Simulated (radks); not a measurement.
Values are calculated unless marked as measured or tabulated.
Charge is removed step by step from the 6s down level of La, starting from [Xe] 5d1 6s(up 1, down 1). Level of theory: scalar-relativistic Kohn-Sham, BLYP, spin-polarised, spherical densities, finite nucleus; open shells are filled with parallel spins first (spin-orbit coupling, left out, can overturn this in heavy ions); Fermi nuclear charge, rms radius 4.855 fm (a radial shooting solver on a logarithmic mesh with Libxc functionals).

removed (e)	E - E(0) (eV)	eigenvalue (eV)
0	0.000	-3.394
0.25	0.982	-4.473
0.5	2.239	-5.590
0.75	3.780	-6.740

The mean slope of the eigenvalue, de/dn, is 4.46 eV per electron.
